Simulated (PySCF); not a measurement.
Geometry:
| atom | x (Å) | y (Å) | z (Å) |
| --- | --- | --- | --- |
| C1 | -2.276 | -0.207 | 1.335 |
| C2 | -2.361 | -0.461 | -0.166 |
| C3 | -1.219 | 0.385 | -0.735 |
| C4 | -0.122 | 0.404 | 0.362 |
| C5 | 1.171 | -0.284 | -0.058 |
| C6 | 2.292 | -0.334 | 1.020 |
| Si7 | 3.529 | -0.279 | -0.411 |
| C8 | 1.952 | 0.366 | -1.237 |
| C9 | -0.773 | -0.256 | 1.598 |
| H10 | -2.670 | 0.799 | 1.566 |
| H11 | -2.849 | -0.927 | 1.940 |
| H12 | -2.176 | -1.531 | -0.366 |
| H13 | -3.341 | -0.217 | -0.604 |
| H14 | -1.574 | 1.409 | -0.933 |
| H15 | -0.840 | -0.003 | -1.693 |
| H16 | 0.136 | 1.451 | 0.602 |
| H17 | 0.925 | -1.324 | -0.343 |
| H18 | 2.319 | 0.615 | 1.584 |
| H19 | 2.252 | -1.164 | 1.739 |
| H20 | 3.952 | -1.630 | -0.895 |
| H21 | 4.741 | 0.596 | -0.321 |
| H22 | 1.903 | 1.466 | -1.167 |
| H23 | 1.655 | 0.069 | -2.252 |
| H24 | -0.476 | 0.223 | 2.543 |
| H25 | -0.450 | -1.310 | 1.662 |

Geometry: PBE0-D3(BJ)/def2-SVP; GIAO shifts from PySCF 2.14.0 with density-fitted response routines, gas phase, non-relativistic, averaged over equivalent atoms.

At KT2/pcSseg-1 (240 basis functions, 68 s wall time on 1 thread of an Arm Neoverse V2, shared host):
```json
{"atoms": "C4", "δ (ppm)": "54.9"}
{"atoms": "C5", "δ (ppm)": "49.9"}
{"atoms": "C3/C9", "δ (ppm)": "33.7"}
{"atoms": "C1/C2", "δ (ppm)": "31.2"}
{"atoms": "C6/C8", "δ (ppm)": "18.6"}
{"atoms": "Si7", "δ (ppm)": "-39.6"}
{"atoms": "H21", "δ (ppm)": "4.88"}
{"atoms": "H20", "δ (ppm)": "4.69"}
{"atoms": "H17", "δ (ppm)": "2.02"}
{"atoms": "H14/H24", "δ (ppm)": "1.77"}
{"atoms": "H16", "δ (ppm)": "1.69"}
{"atoms": "H11/H12", "δ (ppm)": "1.54"}
{"atoms": "H10/H13", "δ (ppm)": "1.47"}
{"atoms": "H19/H23", "δ (ppm)": "1.38"}
{"atoms": "H15/H25", "δ (ppm)": "1.12"}
{"atoms": "H18/H22", "δ (ppm)": "0.87"}
```

Scale: TMS for ¹³C (σref 183.22) and ²⁹Si (σref 361.05) and ¹H (σref 31.18) (reference shieldings calculated alike).

Q: Predict the values at PBE0/pcSseg-1 on the same geometry.

A: 
```json
{"atoms": "C4", "δ at PBE0/pcSseg-1": "52.0", "change": "-2.9"}
{"atoms": "C5", "δ at PBE0/pcSseg-1": "45.4", "change": "-4.5"}
{"atoms": "C3/C9", "δ at PBE0/pcSseg-1": "33.0", "change": "-0.7"}
{"atoms": "C1/C2", "δ at PBE0/pcSseg-1": "30.1", "change": "-1.1"}
{"atoms": "C6/C8", "δ at PBE0/pcSseg-1": "16.7", "change": "-1.9"}
{"atoms": "Si7", "δ at PBE0/pcSseg-1": "-39.8", "change": "-0.2"}
{"atoms": "H21", "δ at PBE0/pcSseg-1": "4.72", "change": "-0.16"}
{"atoms": "H20", "δ at PBE0/pcSseg-1": "4.59", "change": "-0.10"}
{"atoms": "H17", "δ at PBE0/pcSseg-1": "1.80", "change": "-0.22"}
{"atoms": "H14/H24", "δ at PBE0/pcSseg-1": "1.67", "change": "-0.10"}
{"atoms": "H16", "δ at PBE0/pcSseg-1": "1.57", "change": "-0.12"}
{"atoms": "H11/H12", "δ at PBE0/pcSseg-1": "1.45", "change": "-0.09"}
{"atoms": "H10/H13", "δ at PBE0/pcSseg-1": "1.40", "change": "-0.07"}
{"atoms": "H19/H23", "δ at PBE0/pcSseg-1": "1.22", "change": "-0.16"}
{"atoms": "H15/H25", "δ at PBE0/pcSseg-1": "1.08", "change": "-0.04"}
{"atoms": "H18/H22", "δ at PBE0/pcSseg-1": "0.74", "change": "-0.13"}
```

Shifts are taken against calculated references (same method and geometry level): ¹³C (σ = 184.41 ppm) and ²⁹Si (σ = 351.99 ppm) and ¹H (σ = 31.27 ppm) vs TMS.

The largest change is at C5 (sp3 CH in a ring). Cost: 240 basis functions, 46 s wall time on 1 thread of an Arm Neoverse V2, shared host. The order of the carbon signals is the same at both levels.
